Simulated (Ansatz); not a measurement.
Ansatz (a first-principles code) input file for InBr2, SMILES [Br][In+][Br], charge +1, CAM-B3LYP/def2-SVPD. Coordinates come from a B3LYP-D3(BJ)/def2-SVP optimisation. The multiplicity is an assumed one; other spin states were not compared. The isomer is the one that the SMILES or the coordinates give; other isomers of the formula were not compared. The def2 effective core potentials stand for the cores of In; spin–orbit coupling is left out.

Ansatz 0.2 input:
```yaml
crystal:
  periodic: [false, false, false]
  atoms:
    - {symbol: In, position_ang: [0.00000000, 0.00000000, 0.00000000]}
    - {symbol: Br, position_ang: [0.00000000, 0.00000000, -2.39572737]}
    - {symbol: Br, position_ang: [0.00000000, 0.00000000, 2.39572737]}
basis:
  gaussian:
    orbitals: def2-SVPD
hamiltonian:
  xc: {name: CAM-B3LYP}
total_charge: 1
```

Log of the run:

```
WARN ansatz: RAYON_NUM_THREADS=1 ignored (pool sized by the plan → 1); use --threads N
Functional definition: CAM-B3LYP
integrals: 0.08 GiB planned
1206 factors; integrals over basis functions are off by at most 2.4e-4 eV
integrals: 0.15 GiB planned
358 factors; integrals over basis functions are off by at most 3.7e-5 eV
mean field: 0.88 GiB planned
mean field evaluation 1: about -145247.3494 eV, gradient 2.9e1 eV
mean field evaluation 2: about -145246.8303 eV, gradient 3.7e1 eV
mean field evaluation 4: about -145250.1541 eV, gradient 2.7e-1 eV
mean field evaluation 8: about -145250.1605 eV, gradient 2.1e-2 eV
mean field evaluation 16: about -145250.1605 eV, gradient 2.5e-5 eV
mean field -145250.16048085 eV, -5337.8449435764 hartree, gradient 1.8e-5 eV, S^2 0.000000; 0 other end points of the search recorded, 0 dependent functions left out
reference -145250.16061382 eV, -5337.8449484631 hartree; 45, 45 occupied and 69, 69 virtual orbitals, 1206 factors
Total energy: -145250.16061382 eV, -5337.8449484631 hartree
```

The run converged.

Cost: about 6 core-seconds (a rough figure).
